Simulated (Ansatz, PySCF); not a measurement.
Process, species as SMILES: CC[SiH3] [ethylsilane] → CC[SiH2-] + H+
Structures are relaxed separately at B3LYP-D3(BJ)/def2-TZVP in Ansatz (an electronic-structure program), one conformer each, not searched for the lowest.
Geometry of the first species:
```
C
H 1 1.0943
H 1 1.0943 2 106.00
C 1 1.5338 2 110.22 3 119.25
H 4 1.0919 1 111.49 2 -58.33
H 4 1.0921 5 107.54 1 122.31
H 4 1.0921 5 107.54 6 115.38
Si 1 1.8812 2 108.24 3 -115.93
H 8 1.4838 1 110.96 2 57.23
H 8 1.4846 9 108.55 1 -121.37
H 8 1.4846 9 108.55 10 -117.26
```
Charge 0, spin multiplicity 1.

Quantity: gas-phase deprotonation energy (enthalpy at 298 K, with B3LYP-D3(BJ) rigid-rotor harmonic-oscillator terms from PySCF), in eV. Valence correlation only, unless marked. Spin-orbit coupling is left out. No relativistic terms. Anions need diffuse functions: aug- sets have them; def2-D sets add few; the other sets have none. CBS marks a two-point X^-3 extrapolation of the correlation energy; Hartree-Fock from the larger set.

| level | program | gas-phase deprotonation energy (eV) | minus last row |
|---|---|---|---|
| HF/cc-pV(D+d)Z | Ansatz | 16.88 | 0.49 |
| SVWN5/def2-TZVPD | Ansatz | 15.80 | -0.59 |
| PBE/def2-TZVPD | Ansatz | 16.17 | -0.22 |
| BLYP/def2-TZVPD | Ansatz | 16.27 | -0.12 |
| r2SCAN-D3(BJ)/def2-TZVPD | Ansatz + dftd3 | 16.38 | -0.01 |
| PBE0/6-31G* | Ansatz | 16.53 | 0.14 |
| PBE0/def2-SVP | Ansatz | 16.51 | 0.12 |
| PBE0-D3(BJ)/def2-TZVPD | Ansatz + dftd3 | 16.36 | -0.03 |
| HSE06-D4/def2-TZVPD | Ansatz + dftd4 | 16.32 | -0.07 |
| HSE06/def2-TZVPD | Ansatz | 16.35 | -0.04 |
| CAM-B3LYP-D3(BJ)/def2-TZVPD | Ansatz + dftd3 | 16.42 | 0.03 |
| PBE-QIDH/def2-TZVPD | Ansatz | 16.46 | 0.07 |
| MP2/6-31G* | Ansatz | 16.67 | 0.28 |
| MP2/aug-cc-pV(Q+d)Z | Ansatz | 16.39 | 0.00 |
| RI-MP2/aug-cc-pV(Q+d)Z | Ansatz | 16.39 | 0.00 |
| SCS-MP2/aug-cc-pV(D+d)Z | Ansatz | 16.39 | 0.00 |
| SCS-MP2/cc-pwCVTZ | Ansatz | 16.68 | 0.29 |
| CCSD/6-31G | Ansatz | 16.33 | -0.06 |
| CCSD/CBS(aug-cc-pV(T+d)Z,aug-cc-pV(Q+d)Z) | Ansatz | 16.49 | 0.10 |
| CCSD(T) with core electrons (1s frozen past Ne)/cc-pwCVTZ | Ansatz | 16.54 | 0.15 |
| CCSD(T)/CBS(aug-cc-pV(T+d)Z,aug-cc-pV(Q+d)Z) | Ansatz | 16.39 | 0.00 |
